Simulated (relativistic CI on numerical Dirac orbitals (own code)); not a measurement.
## Cr4+ (3d2) in a crystal field

Calculated by Dirac-Coulomb-Breit CI, separate exchange-only KLI orbitals for each configuration, QED by a radiative potential, valence Slater integrals scaled by 0.8, one configuration in a parametric crystal field (own radial code).

Field parameters in Wybourne normalisation: Td as Oh with Dq negative (B⁴₀ = 21Dq, B⁴₄ = √(5/14) B⁴₀). The field is a parameter set, without covalency.

S is read from ⟨S²⟩ = S(S + 1).

Site symmetry Td; labels are those of the double group. Computed levels in cm⁻¹ above the lowest, in rising order:

```tsv
Δ (size of 10Dq)	Lowest	No. 2	No. 3	No. 4	No. 5	No. 6	No. 7	No. 8
2200	T2	2143 A2	2183 E	2236 T2	2325 T1	3823 T2	3925 E	4269 T1
4000	T2	3903 A2	3983 T2	4018 E	4103 T1	6858 T2	6906 E	7303 T1
5800	T2	5687 A2	5763 T2	5829 E	5895 T1	9832 T2	9852 E	10264 T1
7550	T2	7429 A2	7502 T2	7581 E	7641 T1	12610 E	12624 T2	13034 T1
9350	T2	9224 A2	9296 T2	9379 E	9438 T1	14860 E	15376 T2	15582 E
11100	T2	10970 A2	11041 T2	11119 E	11186 T1	15106 E	17929 T2	17980 E
12900	T2	12767 A2	12838 T2	12890 E	12985 T1	15217 E	20431 T2	20462 E
14650	T2	14484 E	14515 A2	14586 T2	14734 T1	15428 E	22754 T2	22777 E
16450	T2	15123 E	16314 A2	16384 T2	16533 T1	16633 E	25044 T2	25062 E
18200	T2	15220 E	18062 A2	18132 T2	18282 T1	18319 E	26651 A1	27190 T2
```

Ground-state S against |10Dq| in cm⁻¹: 2200: 1.00, 4000: 1.00, 5800: 1.00, 7550: 1.00, 9350: 1.00, 11100: 1.00, 12900: 1.00, 14650: 1.00, 16450: 1.00, 18200: 1.00.

No abrupt spin change occurs in this range.
